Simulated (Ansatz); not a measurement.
CH5BO2 (`COBO`) at its PBE0-D4/def2-TZVP geometry, where that method's forces vanish. Charge 0, multiplicity 1.

```tsv
atom	x (Å)	y (Å)	z (Å)
C1	1.184	0.515	-0.413
O2	0.025	0.384	0.378
B3	-0.903	-0.573	0.130
O4	-2.004	-0.659	0.917
H5	1.222	-0.243	-1.200
H6	2.067	0.413	0.223
H7	1.197	1.506	-0.873
H8	-0.781	-1.354	-0.771
H9	-2.007	0.010	1.609
```

Task: For each bond, give half the difference of the two atoms' forces along it (eV/Å; positive pushes the atoms apart) under PBE-D4, r2SCAN-D4, B3LYP-D4, ωB97M-V in def2-TZVPP. (Estimate.)

Result: Ansatz gave: 
| bond | length (Å) | PBE-D4 | r2SCAN-D4 | B3LYP-D4 | ωB97M-V |
| --- | --- | --- | --- | --- | --- |
| C1–O2 | 1.410 | 0.24 | 0.29 | 0.30 | 0.26 |
| C1–H5 | 1.094 | 0.07 | -0.07 | -0.08 | -0.10 |
| C1–H6 | 1.092 | 0.08 | -0.07 | -0.11 | -0.11 |
| C1–H7 | 1.092 | 0.08 | -0.07 | -0.10 | -0.11 |
| O2–B3 | 1.356 | 0.19 | 0.06 | 0.02 | 0.08 |
| B3–O4 | 1.356 | 0.26 | 0.12 | 0.11 | 0.17 |
| B3–H8 | 1.199 | -0.09 | -0.12 | -0.17 | -0.22 |
| O4–H9 | 0.962 | 0.38 | 0.01 | 0.00 | -0.09 |

B3LYP here is the variant with VWN-RPA as its local correlation; programs differ in this.
